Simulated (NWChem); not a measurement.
All runs are NWChem calculations. System: FIn, charge 0, spin multiplicity 1, at a geometry optimised with PBE0/def2-SVP with def2 effective core potentials on In. The structure started from a generated list of species. Level: MP2/def2-TZVP with def2 effective core potentials on In, 5 core orbitals frozen.

Job file:

```
start mol
memory heap 200 mb stack 900 mb global 1100 mb
geometry units angstroms nocenter noautoz
  In     0.000000     0.000000    -0.309755
  F      0.000000     0.000000     1.686442
  symmetry group C2v
end
basis spherical
  * library def2-tzvp
end
ecp
  In library def2-ecp
end
scf
  rhf
  nopen 0
  maxiter 100
  thresh 1e-7
  semidirect memsize 60000000 filesize 0
end
mp2
  freeze core 5
end
task mp2 energy
```

NWChem printed:

```
             Northwest Computational Chemistry Package (NWChem) 7.3.0
             --------------------------------------------------------

                                NWChem Input Module
                                -------------------

 Scaling coordinates for geometry "geometry" by  1.889725989
 (inverse scale =  0.529177249)

 Turning off AUTOSYM since
 SYMMETRY directive was detected!

                             Geometry "geometry" -> ""
                             -------------------------

 Output coordinates in angstroms (scale by  1.889725989 to convert to a.u.)

  No.       Tag          Charge          X              Y              Z
 ---- ---------------- ---------- -------------- -------------- --------------
    1 In                  49.0000     0.00000000     0.00000000    -0.30975500
    2 F                    9.0000     0.00000000     0.00000000     1.68644200

 Effective nuclear repulsion energy (a.u.)     116.9058799351

            Nuclear Dipole moment (a.u.)
            ----------------------------
        X                 Y               Z
 ---------------- ---------------- ----------------
     0.0000000000     0.0000000000    -0.0000321253

      Symmetry information
      --------------------

 Group name             C2v
 Group number             16
 Group order               4
 No. of unique centers     2

      Symmetry unique atoms

     1    2


 Summary of "ao basis" -> "" (spherical)
 ------------------------------------------------------------------------------
       Tag                 Description            Shells   Functions and Types
 ---------------- ------------------------------  ------  ---------------------
 *                         def2-tzvp                  on all atoms

 Summary of "ao basis" -> "ao basis" (spherical)
 ------------------------------------------------------------------------------
       Tag                 Description            Shells   Functions and Types
 ---------------- ------------------------------  ------  ---------------------
 In                        def2-tzvp                16       50   6s5p3d2f
 F                         def2-tzvp                11       31   5s3p2d1f

                                 NWChem SCF Module
                                 -----------------

  ao basis        = "ao basis"
  functions       =    81
  atoms           =     2
  closed shells   =    15
  open shells     =     0
  charge          =   0.00
  wavefunction    = RHF
  use symmetry    = T
  symmetry adapt  = T

 Summary of "ao basis" -> "ao basis" (spherical)
 ------------------------------------------------------------------------------
       Tag                 Description            Shells   Functions and Types
 ---------------- ------------------------------  ------  ---------------------
 In                        def2-tzvp                16       50   6s5p3d2f
 F                         def2-tzvp                11       31   5s3p2d1f

      Symmetry analysis of basis
      --------------------------

        a1         35
        a2          8
        b1         19
        b2         19

 Forming initial guess at       0.2s

      Superposition of Atomic Density Guess
      -------------------------------------

 Sum of atomic energies:        -317.47749819

      Non-variational initial energy
      ------------------------------

 Total energy =    -288.439042
 1-e energy   =    -573.970984
 2-e energy   =     235.429422
 HOMO         =      -0.327216
 LUMO         =      -0.001760

      Symmetry analysis of molecular orbitals - initial
      -------------------------------------------------

 !! scf_movecs_sym_adapt:   54 vectors were symmetry contaminated

  Symmetry fudging

 !! scf_movecs_sym_adapt:   44 vectors were symmetry contaminated

  Numbering of irreducible representations:

     1 a1          2 a2          3 b1          4 b2

  Orbital symmetries:

     1 a1          2 a1          3 a1          4 b2          5 b1
     6 a1          7 a1          8 b2          9 b1         10 a2
    11 a1         12 a1         13 b1         14 b2         15 a1
    16 b2         17 b1         18 a1         19 b2         20 b1
    21 a1         22 a1         23 a1         24 a2         25 b2

 Starting SCF solution at       1.9s

 ----------------------------------------------
         Quadratically convergent ROHF

 Convergence threshold     :          1.000E-07
 Maximum no. of iterations :          100
 Final Fock-matrix accuracy:          1.000E-09
 ----------------------------------------------

              iter       energy          gnorm     gmax       time
             ----- ------------------- --------- --------- --------
                 1     -288.6825559696  1.16D+00  3.85D-01      2.0
                 2     -288.7509051976  2.14D-01  6.31D-02      2.0
                 3     -288.7558953270  1.20D-02  3.63D-03      2.1
                 4     -288.7559154381  4.55D-05  1.53D-05      2.2
                 5     -288.7559154383  4.36D-09  1.14D-09      2.4

       Final RHF  results
       ------------------

         Total SCF energy =   -288.755915438295
      One-electron energy =   -575.636472121268
      Two-electron energy =    236.778036710774
 Nuclear repulsion energy =     50.102519972199

        Time for solution =      0.5s

       Symmetry analysis of molecular orbitals - final
       -----------------------------------------------

  Numbering of irreducible representations:

     1 a1          2 a2          3 b1          4 b2

  Orbital symmetries:

     1 a1          2 a1          3 b1          4 b2          5 a1
     6 a1          7 a2          8 a1          9 b2         10 b1
    11 a1         12 a1         13 b2         14 b1         15 a1
    16 b2         17 b1         18 a1         19 b1         20 b2
    21 a1         22 a1         23 a2         24 a1         25 b2

             Final eigenvalues
             -----------------

              1
    1  -26.1781
    2   -5.3835
    3   -3.6399
    4   -3.6399
    5   -3.6320
    6   -1.4503
    7   -1.0275
    8   -1.0275
    9   -1.0202
   10   -1.0202
   11   -1.0179
   12   -0.5768
   13   -0.5374
   14   -0.5374
   15   -0.3513
   16    0.0199
   17    0.0199
   18    0.0692
   19    0.1483
   20    0.1483
   21    0.1982
   22    0.2611
   23    0.2611
   24    0.2766
   25    0.3037

                       ROHF Final Molecular Orbital Analysis
                       -------------------------------------

 Vector   13  Occ=2.000000D+00  E=-5.374234D-01  Symmetry=b2
              MO Center= -8.9D-31,  2.0D-16,  1.6D+00, r^2= 6.0D-01
   Bfn.  Coefficient  Atom+Function         Bfn.  Coefficient  Atom+Function
  ----- ------------  ---------------      ----- ------------  ---------------
    57      0.474102  2 F  py                60      0.413515  2 F  py
    63      0.290623  2 F  py

 Vector   14  Occ=2.000000D+00  E=-5.374234D-01  Symmetry=b1
              MO Center=  9.6D-17,  7.4D-31,  1.6D+00, r^2= 6.0D-01
   Bfn.  Coefficient  Atom+Function         Bfn.  Coefficient  Atom+Function
  ----- ------------  ---------------      ----- ------------  ---------------
    56      0.474102  2 F  px                59      0.413515  2 F  px
    62      0.290623  2 F  px

 Vector   15  Occ=2.000000D+00  E=-3.512760D-01  Symmetry=a1
              MO Center=  1.7D-15, -4.6D-16, -6.1D-01, r^2= 2.7D+00
   Bfn.  Coefficient  Atom+Function         Bfn.  Coefficient  Atom+Function
  ----- ------------  ---------------      ----- ------------  ---------------
     2      0.599548  1 In s                  5      0.585267  1 In s
     6      0.534561  1 In s                  1     -0.441437  1 In s
     3     -0.352011  1 In s                  4     -0.268778  1 In s
    18     -0.175947  1 In pz                58      0.165387  2 F  pz

 Vector   16  Occ=0.000000D+00  E= 1.992017D-02  Symmetry=b2
              MO Center= -2.3D-30,  1.2D-16, -4.6D-01, r^2= 7.7D+00
   Bfn.  Coefficient  Atom+Function         Bfn.  Coefficient  Atom+Function
  ----- ------------  ---------------      ----- ------------  ---------------
    20      0.747105  1 In py                17      0.209931  1 In py
    14      0.206409  1 In py                11     -0.204649  1 In py

 Vector   17  Occ=0.000000D+00  E= 1.992017D-02  Symmetry=b1
              MO Center= -1.9D-15, -5.9D-31, -4.6D-01, r^2= 7.7D+00
   Bfn.  Coefficient  Atom+Function         Bfn.  Coefficient  Atom+Function
  ----- ------------  ---------------      ----- ------------  ---------------
    19      0.747105  1 In px                16      0.209931  1 In px
    13      0.206409  1 In px                10     -0.204649  1 In px

 Vector   18  Occ=0.000000D+00  E= 6.917101D-02  Symmetry=a1
              MO Center=  7.3D-15, -3.4D-15, -7.0D-01, r^2= 1.1D+01
   Bfn.  Coefficient  Atom+Function         Bfn.  Coefficient  Atom+Function
  ----- ------------  ---------------      ----- ------------  ---------------
    21      1.192715  1 In pz                18     -0.398242  1 In pz
    34     -0.232767  1 In d  0

 center of mass
 --------------
 x =   0.00000000 y =   0.00000000 z =  -0.05013424

 moments of inertia (a.u.)
 ------------------
         231.989503734119           0.000000000000           0.000000000000
           0.000000000000         231.989503734119           0.000000000000
           0.000000000000           0.000000000000           0.000000000000

  Mulliken analysis of the total density
  --------------------------------------

    Atom       Charge   Shell Charges
 -----------   ------   -------------------------------------------------------
    1 In  21    20.35   0.40 -0.84  1.58  0.85  1.02  0.88 -0.41  6.37  0.21  0.17  0.02  8.95  1.05  0.07  0.03  0.00
    2 F    9     9.65   0.77  1.20  0.59  0.99  0.40  2.23  2.26  1.20  0.00  0.00  0.00

       Multipole analysis of the density wrt the origin
       ------------------------------------------------

     L   x y z        total         open         nuclear
     -   - - -        -----         ----         -------
     0   0 0 0      0.000000      0.000000     30.000000

     1   1 0 0     -0.000000      0.000000      0.000000
     1   0 1 0     -0.000000      0.000000      0.000000
     1   0 0 1     -1.297341      0.000000     16.389826

     2   2 0 0    -18.719200      0.000000      0.000000
     2   1 1 0     -0.000000      0.000000      0.000000
     2   1 0 1      0.000000      0.000000      0.000000
     2   0 2 0    -18.719200      0.000000      0.000000
     2   0 1 1      0.000000      0.000000      0.000000
     2   0 0 2    -27.358850      0.000000     98.603124

                   NWChem MP2 Semi-direct Energy/Gradient Module
                   ---------------------------------------------

  Basis functions       =     81
  Molecular orbitals    =     81
  Frozen core           =      5
  Frozen virtuals       =      0
  Active alpha occupied =     10
  Active beta occupied  =     10
  Active alpha virtual  =     66
  Active beta virtual   =     66
  Use MO symmetry       = T
  Use skeleton AO sym   = T

  AO/Fock/Back tols     =   1.0D-09  1.0D-09  1.0D-09

 GA uses MA = F    GA memory limited = T

 Available:
  local mem=  1.26D+08
 global mem=  1.44D+08
 local disk=  0.00D+00
  mp2_memr nvloc                    66
  nvloc new                    66
   1 passes of  10:        5242880                      46371                   7376106.
   1 passes of  10: M    126140955           G      144166078           F     120898075.

 Semi-direct pass number   1 of   1  for RHF alpha+beta  at        2.6s
  vrange nnbf                  3282
  mp2_eaftype                    28  avail_ma_in_mb                  1099
 EAF : mp2_eaftype filesize          28    3688053.
  mp2_eaf for mointskh                     28
Node 0 wrote     17.3 Mb in      0.0 s     Agg I/O rate:  1076.0 Mb/s
 Done moints_semi at        7.2s
  mp2_eaftype                    28  avail_ma_in_mb                  1071
 EAF : mp2_eaftype filesize          28    3688053.
  mp2_eaf for kh                    28
 Done maket at        7.5s
 Done multipass loop at        7.5s

          -------------------------------------------
          SCF energy                -288.755915438295
          Correlation energy          -0.522963472399
          Singlet pairs               -0.282874912585
          Triplet pairs               -0.240088559814
          Total MP2 energy          -289.278878910694
          -------------------------------------------

          ---------------------------------------------------
                    Spin Component Scaled (SCS) MP2
          Same spin pairs                     -0.160059039876
          Same spin scaling factor             0.333333333333
          Opposite spin pairs                 -0.362904432523
          Opposite spin scaling fact.          1.200000000000
          SCS-MP2 correlation energy          -0.488838332320
          Total SCS-MP2 energy              -289.244753770615
          ---------------------------------------------------

 -----------------------
 Performance information
 -----------------------

 Timer overhead =  3.06D-07 seconds/call

               Nr. of calls         CPU time (s)                 Wall time (s)                GFlops
             ---------------    -------------------     ------------------------------   -------------------
Name         Min   Avg   Max    Min     Avg     Max     Min     Avg     Max   Mx/calls   Min     Max     Sum
mp2: moin     1     1     1    4.7     4.7     4.7      4.7     4.7     4.7     4.7      0.0     0.0     0.0
mp2: make     1     1     1   0.22    0.22    0.22     0.22    0.22    0.22    0.22      0.0     0.0     0.0
mp2: tota     1     1     1    5.0     5.0     5.0      5.0     5.0     5.0     5.0      0.0     0.0     0.0

 The average no. of pstat calls per process was 3.00D+00
 with a timing overhead of 9.18D-07s

 Task  times  cpu:        7.4s     wall:        7.4s

 Total times  cpu:        7.5s     wall:        7.5s
```
